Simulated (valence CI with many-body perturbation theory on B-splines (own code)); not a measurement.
E1 line list for Fe²⁰⁺

Level of theory: relativistic CI+MBPT: four valence electrons over a frozen Dirac-Fock core [He], a basis of 11 s, 11 p, 9 d, 7 f, 5 g, 2 h, 1 i functions for each j, with the one-electron correlation potential Σ1, the two-electron term Σ2, the three-electron term Σ3, Breit, model QED; selected CI, second order for the rest (own B-spline code, finite nucleus).

No measured spectrum was set against this ion. As an estimate, levels of excited configurations hold to 0.05 to 0.15 % of their energy, terms of the ground configuration to about 0.5 %. Among the levels kept, up to 270 cm⁻¹ of a level comes from second order outside the variational space, and about a tenth of that is noise between levels of different J, which matters for small intervals.

Lines 1 to 50 of 258 in falling wavelength, among levels below 79.503 Ry, chosen from the strongest by gf and those to the six lowest levels. Wavelengths and rates use the calculated energies, so an error of 500 cm⁻¹ moves a line at 644.2 Å by 0.32 % and its rate by three times that or more. Electric multipoles are in the length gauge, E1 and E2 with the static RPA response of the core. Weak lines are less certain than strong ones. Lines between different terms over intervals too small for the method are left out, as are lines whose strength nearly cancels. The highest levels of a list are the least certain.

Names give the largest LS component (configuration and term), which can be under half, so a name can repeat, a term be missing and a line seem to break the LS rules; names also repeat where a configuration has a term twice. Letters in brackets count levels of one name in rising energy.

| λ vac (Å) | Upper | Lower | A (s⁻¹) | log gf | Branch % |
| --- | --- | --- | --- | --- | --- |
| 644.2 | 2s 2p2 3p 1D°_2 | 2s 2p2 3s 1D_2 | 3.29e+08 | -0.99 | 0.0 |
| 576.7 | 2s 2p2 3p 1F°_3 | 2s 2p2 3s 1D_2 | 8.97e+08 | -0.50 | 0.0 |
| 556.9 | 2s2 2p 3p 3P_1 [b] | 2s2 2p 3s 1P°_1 | 7.38e+08 | -0.99 | 0.4 |
| 539.1 | 2s 2p2 3p 3F°_2 | 2s 2p2 3s 3D_1 | 6.68e+08 | -0.84 | 0.0 |
| 534.5 | 2s 2p2 3d 5F_5 | 2s 2p2 3p 5D°_4 | 1.10e+09 | -0.28 | 98.1 |
| 532.7 | 2s 2p2 3p 3D°_3 [a] | 2s 2p2 3s 3P_2 [a] | 9.65e+08 | -0.54 | 0.0 |
| 531.9 | 2s 2p2 3p 3D°_2 [a] | 2s 2p2 3s 3P_1 [a] | 9.65e+08 | -0.69 | 0.0 |
| 527.7 | 2s 2p2 3d 5P_2 | 2s 2p2 3p 5S°_2 | 6.28e+08 | -0.88 | 0.0 |
| 526.5 | 2s 2p2 3p 5D°_1 | 2s 2p2 3s 5P_1 | 1.10e+09 | -0.86 | 0.1 |
| 518.6 | 2s 2p2 3d 5F_4 | 2s 2p2 3p 5D°_3 | 1.19e+09 | -0.36 | 0.7 |
| 517.9 | 2s 2p2 3p 3P°_1 [a] | 2s 2p2 3s 3P_2 [a] | 9.23e+08 | -0.95 | 0.0 |
| 510.7 | 2s 2p2 3d 5P_1 | 2s 2p2 3p 5S°_2 | 9.23e+08 | -0.97 | 0.0 |
| 509.5 | 2s 2p2 3p 3P°_2 | 2s 2p2 3s 3P_2 [a] | 1.20e+09 | -0.63 | 0.0 |
| 504.5 | 2s 2p2 3d 5D_4 | 2s 2p2 3p 5D°_4 | 4.74e+08 | -0.79 | 14.0 |
| 499.4 | 2s 2p2 3d 5F_3 [a] | 2s 2p2 3p 5D°_2 | 1.27e+09 | -0.48 | 0.0 |
| 491.7 | 2s 2p2 3d 5D_2 | 2s 2p2 3p 5P°_2 | 5.71e+08 | -0.99 | 0.0 |
| 482.5 | 2s 2p2 3p 5P°_3 | 2s 2p2 3s 5P_3 | 1.40e+09 | -0.47 | 0.1 |
| 481.9 | 2s2 2p 3d 3F°_4 | 2s2 2p 3p 3D_3 | 1.38e+09 | -0.36 | 93.6 |
| 478.2 | 2s 2p2 3d 5D_4 | 2s 2p2 3p 5P°_3 | 1.01e+09 | -0.51 | 29.7 |
| 477.2 | 2s 2p2 3d 5F_3 [b] | 2s 2p2 3p 5P°_2 | 9.85e+08 | -0.63 | 0.0 |
| 476.4 | 2s 2p2 3d 5F_3 [b] | 2s 2p2 3p 5D°_3 | 4.18e+08 | -1.00 | 0.0 |
| 475.4 | 2s 2p2 3p 3F°_3 | 2s 2p2 3s 3D_2 | 1.65e+09 | -0.41 | 0.4 |
| 466.8 | 2s2 2p 3p 3D_3 | 2s2 2p 3s 3P°_2 | 1.75e+09 | -0.40 | 3.2 |
| 466.1 | 2s2 2p 3d 3F°_3 | 2s2 2p 3p 3D_2 | 1.51e+09 | -0.46 | 0.0 |
| 458.4 | 2s 2p2 3p 5D°_4 | 2s 2p2 3s 5P_3 | 2.15e+09 | -0.21 | 48.7 |
| 458.2 | 2s 2p2 3d 5F_2 | 2s 2p2 3p 5D°_1 | 1.10e+09 | -0.76 | 0.1 |
| 455.1 | 2s 2p2 3p 5D°_3 | 2s 2p2 3s 5P_2 | 2.04e+09 | -0.35 | 9.5 |
| 454.4 | 2s 2p2 3p 5P°_2 | 2s 2p2 3s 5P_2 | 1.15e+09 | -0.75 | 0.1 |
| 448.4 | 2s 2p2 3p 3F°_4 | 2s 2p2 3s 3D_3 | 2.35e+09 | -0.20 | 22.8 |
| 447.1 | 2s2 2p 3d 3D°_3 | 2s2 2p 3p 3P_2 | 1.09e+09 | -0.64 | 0.0 |
| 446.8 | 2s2 2p 3d 3P°_2 [a] | 2s2 2p 3p 3P_1 [a] | 1.52e+09 | -0.64 | 0.0 |
| 445.2 | 2s2 2p 3p 3S_1 | 2s2 2p 3s 3P°_2 | 1.65e+09 | -0.83 | 0.9 |
| 443.9 | 2s 2p2 3p 5D°_2 | 2s 2p2 3s 5P_1 | 1.84e+09 | -0.57 | 11.9 |
| 443.8 | 2s2 2p 3d 1D°_2 | 2s2 2p 3p 3P_1 [b] | 1.15e+09 | -0.77 | 0.0 |
| 440.7 | 2s2 2p 3p 3P_2 | 2s2 2p 3s 3P°_2 | 1.80e+09 | -0.58 | 0.8 |
| 439.3 | 2s 2p2 3d 3F_4 | 2s 2p2 3p 3D°_3 [a] | 1.84e+09 | -0.32 | 0.0 |
| 437.5 | 2s 2p2 3p 3D°_2 [b] | 2s 2p2 3s 3D_3 | 9.83e+08 | -0.85 | 0.1 |
| 435.8 | 2s2 2p 3p 3D_2 | 2s2 2p 3s 3P°_1 | 2.07e+09 | -0.53 | 3.0 |
| 433.5 | 2s 2p2 3d 5P_3 | 2s 2p2 3p 5P°_3 | 1.14e+09 | -0.65 | 0.0 |
| 432.1 | 2s 2p2 3p 1D°_2 | 2s 2p2 3s 3D_1 | 8.88e+08 | -0.91 | 0.0 |
| 432.1 | 2s 2p2 3d 3F_2 | 2s 2p2 3p 3D°_1 [a] | 1.40e+09 | -0.71 | 0.0 |
| 431.4 | 2s 2p2 3d 3P_2 | 2s 2p2 3p 5P°_1 | 1.26e+09 | -0.76 | 0.0 |
| 430.8 | 2s2 2p 3d 1F°_3 | 2s2 2p 3p 1D_2 | 1.85e+09 | -0.44 | 0.0 |
| 430.8 | 2s 2p2 3d 3F_3 | 2s 2p2 3p 3D°_2 [a] | 1.66e+09 | -0.49 | 0.0 |
| 425.9 | 2s2 2p 3p 3P_1 [a] | 2s2 2p 3s 3P°_0 | 1.56e+09 | -0.90 | 1.0 |
| 423.1 | 2s2 2p 3d 3D°_3 | 2s2 2p 3p 3D_3 | 6.21e+08 | -0.93 | 0.0 |
| 422.6 | 2s2 2p 3d 3F°_2 | 2s2 2p 3p 3D_1 | 1.67e+09 | -0.65 | 0.1 |
| 415.8 | 2s2 2p 3d 3P°_2 [b] | 2s2 2p 3p 3S_1 | 8.97e+08 | -0.93 | 0.0 |
| 415.3 | 2s2 2p 3d 3P°_1 | 2s2 2p 3p 3S_1 | 1.26e+09 | -1.01 | 0.0 |
| 414.7 | 2s 2p2 3p 3D°_2 [b] | 2s 2p2 3s 3D_2 | 1.06e+09 | -0.86 | 0.1 |
